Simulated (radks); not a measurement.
Polarisability of the neon ion Ne7+, [He] 2s1, at imaginary frequency. Calculated with a radial shooting solver on a logarithmic mesh with Libxc functionals: non-relativistic Kohn-Sham, LDA (Slater exchange, Perdew-Wang correlation), spin-unpolarised, spherical densities, point nucleus; without spin polarisation the odd electron is poorly described. Response by self-consistent Sternheimer equations with the Hartree and adiabatic LDA kernel.

w (hartree)  alpha1(iw) (bohr^3)  alpha2(iw) (bohr^5)
0.00266                   0.3620              0.04001
0.0143                    0.3618              0.04001
0.0360                    0.3609              0.04001
0.0697                    0.3581              0.04000
0.118                     0.3512              0.03999
0.186                     0.3364              0.03996
0.280                     0.3088              0.03989
0.413                     0.2642              0.03975
0.605                     0.2038              0.03946
0.892                     0.1385              0.03884
1.35                     0.08345              0.03746
2.12                     0.04637              0.03424
3.59                     0.02461              0.02699
6.94                     0.01138              0.01434
17.5                    0.003391             0.003285

Static values: alpha1 = 0.3620 bohr^3 (0.05364 angstrom^3; uncoupled 0.4812), alpha2 = 0.04001 bohr^5, alpha3 = 0.02851 bohr^7. C6 = 0.07094, C8 = 0.07583, triple-dipole C9 = 0.01844 atomic units. One-pole (London) frequency 4 C6 / (3 alpha1^2) = 0.722 hartree, against 8.156 for minus the highest occupied eigenvalue. The dipole shielding factor is 0.300, as the force sum rule N/Z = 0.300 demands.
